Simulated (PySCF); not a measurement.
## Working out the ionisation energy of Fe

Fe [Ar] 3d6 4s2 (5D) → Fe⁺ [Ar] 3d6 4s1 (6D). Computed with PySCF 2.14 in jorge-DZP-DKH (8s6p2d1f, 43 functions), with the spin-free X2C one-electron Hamiltonian (Gaussian nucleus). Frozen: [Ar]. Energies in hartree (1 hartree = 27.21139 eV):

```tsv
part	Fe (lower)	Fe⁺ (upper)
UHF	-1271.294168	-1271.061086
MP2 opposite-spin	-0.061008	-0.034819
MP2 same-spin	-0.053210	-0.052335
```

Problem. What does Hartree-Fock give?

Solution. (-1271.061086) − (-1271.294168) = 0.233082 hartree = 6.342 eV.

Problem. What do MP2 and SCS-MP2 (6/5 opposite-spin, 1/3 same-spin) give?

Solution. The opposite-spin parts differ by 0.713 eV and the same-spin parts by 0.024 eV. MP2: 6.342 + (0.713) + (0.024) = 7.079 eV. SCS-MP2: 6.342 + 1.2 × (0.713) + (0.024)/3 = 7.206 eV.

Measured between the centres of the two terms (NIST): 7.904 eV, so MP2 (valence) is off by -0.825 eV.

A double-zeta basis recovers only part of the correlation energy.

What remains against the reference includes basis incompleteness, the frozen core and correlation beyond second order.
